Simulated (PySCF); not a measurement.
A structure optimised at PBE-D3(BJ)/def2-SVP, used in a PySCF frequency run:

```xyz
9

Ti     0.0000     0.0000     0.9934
O      0.0000     0.0000    -0.7331
C      0.0000     0.0000    -2.1326
H     -0.2314    -1.0171    -2.5145
H     -0.7651     0.7089    -2.5145
H      0.9965     0.3082    -2.5145
H      0.3802     1.6112     1.4498
H      1.2053    -1.1349     1.4498
H     -1.5855    -0.4763     1.4498
```

Write its SMILES, formula and point group.

C[O][TiH3], CH6OTi, C3

What are its rotational constants (standard atomic weights)?

43.652, 3.5810, 3.5810 GHz
